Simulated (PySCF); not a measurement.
## Exercise with solution: entropy of an ideal gas

H2SSe2, SMILES S[Se][SeH].

The structure is a stationary point at PBE-D3(BJ)/def2-SVP. The values are those of a single conformer.

PBE-D3(BJ)/def2-SVP (PySCF) gives the harmonic wavenumbers 124, 261, 290, 318, 361, 685, 774, 2309, 2570 cm⁻¹ and the rotational temperatures 0.3001, 0.0661, 0.0552 K. The molar mass is 192.02 g/mol, the symmetry number 1, the spin multiplicity 1.

Work out the entropy at 298.15 K and 1 atm in the rigid-rotor, harmonic-oscillator model.


Translation (Sackur–Tetrode at 1 atm): S = R[1.5 ln M + 2.5 ln T − 1.16487] = 174.3 J/(mol K).
Rotation: q = (√π/σ) T^1.5/√(θA θB θC) = 276000, S = R[ln q + 3/2] = 116.6 J/(mol K).
Vibration: with u = 1.4388 ν/T, each mode gives R[u/(e^u − 1) − ln(1 − e^−u)]:
| ν (cm⁻¹) | modes | u | S (J/(mol K)) |
|---|---|---|---|
| 124 | 1 | 0.60 | 12.71 |
| 261 | 1 | 1.26 | 6.92 |
| 290 | 1 | 1.40 | 6.17 |
| 318 | 1 | 1.53 | 5.52 |
| 361 | 1 | 1.74 | 4.68 |
| 685 | 1 | 3.31 | 1.36 |
| 774 | 1 | 3.74 | 0.96 |
The stiffer modes add less than 0.005 each. Sum 38.3 J/(mol K).
Spin: R ln 1 = 0.0 J/(mol K).
Total 329.3 J/(mol K); the program's own thermochemistry gives 329.2. Translation makes up 53 % and vibration 12 %. Anharmonicity, hindered rotation and orbital degeneracy are left out.
